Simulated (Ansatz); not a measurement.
Isolated molecules relaxed with PBE0-D4/def2-TZVP in Ansatz; ΔE leaves out vibrations. CBS: MP2 limit from def2 TZ/QZ plus the TZ coupled-cluster correction, frozen cores. DFT in def2-TZVPP. Each species was taken in one conformer, which may not be the lowest.

`B[SiH](C)N=C` + `[SiH3]S` → `BS[SiH3]` + `C=N[SiH2]C`  (cleavage of the B–Si bond)

CCSD(T)/CBS gives -1.25 eV.

Q: Another level gave -1.25 eV. Which?
A. MP2/def2-TZVPP
B. HF/def2-TZVPP
C. SCS-MP2/def2-TZVPP
D. PBE/def2-TZVPP

A: D. PBE -1.25, SCS-MP2/def2-TZVPP -1.29, HF/def2-TZVPP -1.19, MP2/def2-TZVPP -1.34 eV.

Largest T1 diagnostic among the species: 0.014.

In def2-TZVPP, CCSD(T) changes the Hartree–Fock value by −0.06 eV (the triples alone add −0.03 eV) and MP2 by −0.15 eV.
